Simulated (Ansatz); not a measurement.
Nb2(NH2)10 (Nb2N10H20). The state is a triplet with charge 0. Geometry r2SCAN-D4/def2-SVP, that of the neutral singlet; atoms count from 1.

```tsv
atom	x (Å)	y (Å)	z (Å)
Nb1	0.703	1.574	0.476
N2	-0.518	2.265	-0.985
N3	2.094	0.395	1.356
N4	2.054	3.011	0.115
N5	-0.059	2.512	2.079
N6	-0.917	0.043	1.056
Nb7	-0.706	-1.578	-0.474
N8	-2.057	-3.015	-0.114
N9	0.055	-2.514	-2.079
N10	0.518	-2.264	0.984
N11	-2.093	-0.394	-1.355
N12	0.914	-0.046	-1.054
H13	-0.753	1.866	-1.890
H14	-1.141	3.050	-0.796
H15	2.521	-0.472	1.037
H16	2.344	0.547	2.333
H17	2.990	3.051	0.515
H18	1.897	3.832	-0.467
H19	0.279	3.410	2.421
H20	-0.821	2.189	2.673
H21	-0.791	-0.332	1.999
H22	-1.860	0.437	1.040
H23	-2.994	-3.054	-0.512
H24	-1.901	-3.835	0.470
H25	0.815	-2.188	-2.673
H26	-0.282	-3.412	-2.423
H27	0.762	-1.857	1.884
H28	1.148	-3.044	0.792
H29	-2.507	0.480	-1.041
H30	-2.339	-0.545	-2.333
H31	0.788	0.329	-1.997
H32	1.857	-0.440	-1.037
```

In the def2 sets Nb takes a core potential; there is no spin–orbit coupling. At PBE0-D4/def2-SVP a singlet of charge 0 lies 3.46 eV below the triplet at the same geometry.

Problem. Estimate the Mulliken populations of the heavy atoms from the PBE0/def2-SVP orbitals of Ansatz.

Solution. 
| atom | charge (e) | spin (α − β) | d electrons |
| --- | --- | --- | --- |
| Nb1 | 0.78 | -0.01 | 2.92 |
| N2 | -0.44 | 0.03 | – |
| N3 | -0.44 | 0.03 | – |
| N4 | -0.41 | 0.00 | – |
| N5 | -0.41 | 0.00 | – |
| N6 | -0.51 | -0.01 | – |
| Nb7 | 0.66 | 0.77 | 3.21 |
| N8 | -0.40 | 0.11 | – |
| N9 | -0.44 | -0.01 | – |
| N10 | -0.33 | 0.53 | – |
| N11 | -0.33 | 0.53 | – |
| N12 | -0.49 | 0.03 | – |
Mulliken values and Mayer orders depend strongly on the basis.

Problem. Where does the spin sit?

Solution. Summed by element: Nb 0.76, N 1.25, H -0.01, of 2 unpaired in all. Largest on single atoms: Nb7 0.77, N10 0.53, N11 0.53.

Problem. And the Mayer bond orders between bonded heavy atoms (over 0.3)?

Solution. Nb1–N2 1.17 (2.02 Å); Nb1–N3 1.17 (2.02 Å); Nb1–N4 1.28 (2.01 Å); Nb1–N5 1.27 (2.01 Å); Nb1–N6 0.54 (2.30 Å); Nb1–N12 0.65 (2.24 Å); N6–Nb7 0.58 (2.24 Å); Nb7–N8 1.19 (2.00 Å); Nb7–N9 1.21 (2.01 Å); Nb7–N10 0.81 (2.02 Å); Nb7–N11 0.81 (2.02 Å); Nb7–N12 0.48 (2.30 Å).
